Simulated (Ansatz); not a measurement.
Two shapes of singlet GeH4.

Shape 1:

```xyz
5

Ge   -0.0356    0.0261    0.0235
H     0.8951    0.9195    0.9251
H     0.9254   -0.8554   -0.8820
H    -0.8425    0.9050   -0.8745
H    -0.9051   -0.8424    0.8751
```

Shape 2:

```xyz
5

Ge    0.0000    0.0000    0.0000
H     0.9585    0.9585    0.9585
H     0.9585   -0.9585   -0.9585
H    -0.9585    0.9585   -0.9585
H    -0.9585   -0.9585    0.9585
```

Basis set: cc-pVDZ (spherical functions). Left uncorrelated: 9 orbitals. Charge 0, multiplicity 1.

Computed with Ansatz (development build ahead of 0.2.0); each method stands on the lowest determinant of its kind that the runs found.

Q: Which shape is lower in energy, and by how much in each method?

A:

| method | E(2) − E(1) (eV) |
| --- | --- |
| RHF | 0.428 |
| RHF-MP2 | 0.438 |

Shape 1 is lower.
